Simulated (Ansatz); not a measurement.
A nudged elastic band was laid between two geometries of CH$_{6}$AlNSi (10 atoms, charge 0, multiplicity 1).

Method: RKS B3LYP/STO-3G in Ansatz.

- movable images: 7
- climbing image: yes
- spring: 5.0 eV/Å²
- optimiser: quadratic models (default)
- start path: IDPP
- force threshold: 0.05 eV/Å
- iteration limit: 46
- end points: relaxed

Image 0:

```xyz
10
Properties=species:S:1:pos:R:3
C -0.343 2.103 0.989
Si 0.404 0.796 0.250
N -0.402 -0.668 -0.204
Al 0.221 -2.118 -0.964
H 0.207 3.004 1.255
H -1.402 2.124 1.240
H 1.806 0.760 -0.083
H -1.417 -0.641 0.033
H -0.753 -3.224 -1.224
H 1.680 -2.136 -1.293
```

Image 8:

```xyz
10
Properties=species:S:1:pos:R:3
C -0.343 2.104 0.989
Si 0.404 0.796 0.250
N -0.402 -0.668 -0.202
Al 0.221 -2.118 -0.963
H 0.206 3.005 1.255
H -1.402 2.124 1.239
H 1.806 0.760 -0.085
H -1.417 -0.642 0.034
H 1.680 -2.136 -1.293
H -0.752 -3.225 -1.223
```

Task: Which bonds break or form, and what moves?

Result: No bond is made or broken. The dihedral Si2–N3–Al4–H10 goes from 0 to 180°. The two ends are copies of one structure, up to a mirror image or an exchange of like atoms.

Task: Give the energies along the band, and the barrier.

Result: The forces met the threshold. The highest image is number 4 of 0 to 8, 56.9 kJ/mol above the ends, which have the same energy within 2 meV. A vibrational analysis at the climbing image gives one clearly imaginary mode, 460i cm⁻¹: a first-order saddle point. Limits of this set-up: minimal basis.

```tsv
image	path coordinate (Å)	energy (kJ/mol)	dihedral Si2–N3–Al4–H10 (°)
0	0.00	0.0	0
1	0.65	4.5	18
2	1.29	19.8	43
3	1.94	42.7	69
4	2.59	56.9	89
5	3.24	43.0	110
6	3.88	20.2	135
7	4.53	4.7	161
8	5.17	0.0	180
```

Task: What is the geometry of the highest image?

Result: 
```xyz
10
Properties=species:S:1:pos:R:3
C -0.407 2.228 0.717
Si 0.205 0.891 -0.093
N -0.268 -0.739 0.148
Al 0.329 -2.231 -0.626
H -0.053 3.234 0.506
H -1.182 2.163 1.478
H 1.235 0.976 -1.101
H -1.015 -0.839 0.865
H -0.332 -2.722 -1.880
H 1.487 -2.962 -0.013
```

Task: What are the harmonic wavenumbers there?

Result: 460i, 65, 138, 230, 281, 377, 656, 666, 678, 732, 797, 854, 974, 991, 1023, 1162, 1334, 1603, 2470, 2515, 2668, 3399, 3550, 3687 cm⁻¹.

The run took 5.6 min on 1 CPU thread of a shared host.
